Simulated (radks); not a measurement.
Results of a calculation; reference values are marked as such.
Au11+, 68 electrons, occupied as [Xe] 4f14. Level of theory: Dirac Kohn-Sham, PBE, spin-unpolarised, spherical densities, point nucleus (a radial shooting solver on a logarithmic mesh with Libxc functionals).

Radial electron density D(r) = 4 pi r^2 rho(r):

r (bohr),D(r) (e/bohr)
0.001637,21.65
0.001875,26.03
0.002148,31.12
0.002461,36.98
0.00282,43.62
0.003205,50.58
0.003672,58.66
0.004207,67.32
0.004819,76.32
0.005521,85.36
0.006326,94.00
0.007247,101.8
0.008303,108.1
0.009437,112.2
0.01081,114.4
0.01239,114.2
0.01419,111.7
0.01626,107.9
0.01863,103.9
0.02134,101.5
0.02445,102.1
0.02779,106.6
0.03184,115.4
0.03648,126.9
0.04179,138.2
0.04788,145.6
0.05485,146.2
0.06284,139.5
0.072,128.2
0.08183,118.6
0.09375,114.8
0.1074,119.8
0.1231,130.1
0.141,137.0
0.1615,132.6
0.1851,115.7
0.212,93.69
0.241,78.70
0.2761,75.41
0.3163,82.10
0.3624,88.49
0.4151,85.60
0.4756,72.30
0.5449,54.39
0.6243,38.64
0.7096,28.55
0.8129,21.82
0.9314,16.70
1.067,11.69
1.222,6.993
1.401,3.427
1.605,1.338
1.838,0.4037
2.089,0.09983
2.394,0.01633
2.743,0.001828
3.142,0.0001335

D(r) has 4 maxima, at r = 0.0114, 0.0519, 0.144, 0.374 bohr, and minima at 0.0224, 0.0930, 0.267 bohr, inside which lie 2.03, 11.07, 30.13 electrons.
